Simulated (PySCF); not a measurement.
Mn (manganese, neutral) across methods

[Ar] 3d4 4s2 5s1, 5s spin antiparallel (an excited configuration). Calculation: PySCF 2.14, in x2c-TZVPPall with one added diffuse shell each of s, p, d, f type (7s6p5d3f1g, 80 functions); the spin-free X2C one-electron Hamiltonian (Gaussian nucleus). The B2PLYP total includes its PT2 part (frozen core); its orbital energies are those of the SCF part.

| method | E (hartree) | mean ε 4s α (eV) | mean ε 4s β (eV) | mean ε 5s β (eV) | Σ⟨r²⟩ (bohr²) | ⟨S²⟩ |
| --- | --- | --- | --- | --- | --- | --- |
| PBE | -1157.856 | -10.252 | -9.449 | -1.663 | 102.3 | 4.752 |
| PW91 | -1158.172 | -10.322 | -9.501 | -1.667 | 102.0 | 4.752 |
| r2SCANh | -1158.051 | -10.843 | -9.939 | -1.689 | 104.7 | 4.753 |
| r2SCAN | -1158.056 | -10.576 | -9.641 | -1.594 | 105.1 | 4.753 |
| B2PLYP | -1157.841 | -11.552 | -10.874 | -1.988 | 102.9 | 4.752 |
| PBE0 | -1157.889 | -11.028 | -10.254 | -1.920 | 103.2 | 4.752 |
| LDA | -1155.651 | -10.429 | -9.608 | -1.633 | 99.10 | 4.752 |
| UHF | -1156.98027 | -12.580 | -11.770 | -2.389 | 106.6 | 4.753 |

The outer electron is Rydberg-like, and this basis confines it to a smaller radius and binds it less than a complete one would. With the s spin flipped the determinant is a mixture of two multiplicities, not a spectroscopic state.
